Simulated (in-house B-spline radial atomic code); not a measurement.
Checks on a self-consistent run for Ce VIII (Ce7+), [Ar] 3d9 4s2 4p6 4d10 5s2 5p3 8g1. Computed with a radial B-spline atomic code at the basis-set limit: Dirac-Hartree-Fock, average of configuration, Fermi nucleus of rms radius 4.8771 fm.

```csv
orbital,q,ε (Eh),<1/r>,<r²>,small-component weight
1s1/2,2,-1501.24100,63.3403,0.00082063,0.046098
2s1/2,2,-249.66369,14.9598,0.012964,0.010045
2p1/2,2,-235.46609,14.8993,0.00954404,0.010037
2p3/2,4,-218.99308,13.5072,0.0107939,0.0094396
3s1/2,2,-59.72085,5.45042,0.0868575,0.0031365
3p1/2,2,-53.68037,5.35224,0.0819324,0.0030646
3p3/2,4,-50.32094,5.00782,0.089097,0.0029056
3d3/2,3.6,-40.12821,4.83762,0.0740908,0.0027431
3d5/2,5.4,-39.41416,4.75036,0.0761676,0.0026961
4s1/2,2,-16.30999,2.2766,0.437146,0.0009802
4p1/2,2,-13.93767,2.17443,0.464721,0.00091422
4p3/2,4,-13.17541,2.06817,0.499527,0.00086773
4d3/2,4,-9.19872,1.89944,0.56823,0.00076295
4d5/2,6,-9.05903,1.87145,0.581624,0.00074886
5s1/2,2,-5.36512,0.983334,2.04544,0.00026965
5p1/2,1,-4.62543,0.918301,2.3264,0.00024369
5p3/2,2,-4.46642,0.883984,2.47053,0.00023226
8g7/2,0.44444,-0.51297,0.134008,122.444,1.5425e-05
8g9/2,0.55556,-0.51300,0.134007,122.43,1.5427e-05
```

Electron-electron repulsion V_ee = 2950.2170 hartree.

Task: What total energy follows from the eigenvalues?

Result: The eigenvalues count the repulsion twice, so E = Σqε - V_ee = -5863.246 - 2950.217 = -8813.463 hartree; the run printed -8813.463.

Task: Does the Dirac virial theorem hold?

Result: For a point nucleus E = -2c²Σq·w, with w the small-component weight. Here Σq·w = 0.23464 and c = 137.0360, so the ratio E/(-2c²Σq·w) is 1.000086; the finite nucleus accounts for the departure from 1.

Task: What diamagnetic shielding (Lamb formula) and susceptibility (Langevin formula) do the radii give?

Result: σ = (α²/3)Σq<1/r> = 365.92/(3·137.036²) = 6495.2 ppm, and χ = -0.79199×10⁻⁶·Σq<r²> = -114.7×10⁻⁶ cm³/mol with Σq<r²> = 144.82 bohr². Both are non-relativistic formulas without the paramagnetism of open shells; for so heavy an element the full relativistic shielding is larger by tens of per cent.
